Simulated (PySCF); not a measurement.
**How methods differ on the excitation energy of P⁺**

P⁺ [Ne] 3s2 3p2 (3P) → P⁺ [Ne] 3s1 3p3 (5S), as a difference of total energies. Computed with PySCF 2.14 in aug-cc-pCVTZ-DK with one added diffuse shell each of s, p, d, f type (9s8p6d4f, 91 functions), with scalar relativity by spin-free X2C-1e. Correlated levels: valence: [Ne] frozen. The calculations carry no spin-orbit coupling.

Order these methods by the excitation energy they give, lowest first.
A. CCSD(T) (valence)
B. UHF
C. MP2 (valence)
D. CCSD (valence)

B (32088 cm⁻¹), C (40866 cm⁻¹), D (43369 cm⁻¹), A (43793 cm⁻¹).

Errors of the correlated levels include the incompleteness of this basis and the frozen core.

For comparison: 45381 cm⁻¹ (measured; NIST levels, between the centres of gravity of the two terms).
